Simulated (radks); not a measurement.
The mean radii <r> (bohr) of the occupied orbitals of an atom or ion are listed with their occupations. Method: Dirac Kohn-Sham, exchange-only LDA, spin-unpolarised, spherical densities, finite nucleus; Fermi nuclear charge, rms radius of each element as measured or else 0.836 A^(1/3) + 0.57 fm; computed with a radial shooting solver on a logarithmic mesh with Libxc functionals.

orbital  occ.      <r>
1s1/2       2  0.03330
2s1/2       2   0.1361

Name the element and its charge. Open shells, if any, fill j = l - 1/2 first.

Answer. Z = 44, ruthenium, charge +40: Ru40+ in [He] 2s2. The 1s radius gives Z: for a bare nucleus <r> = (2 gamma + 1)/(2Z) with gamma = sqrt(1 - (Z/c)^2), 0.03289 bohr for Z = 44, and screening makes it slightly larger (0.03330 here). The occupations add up to 4, and the charge is Z minus that.
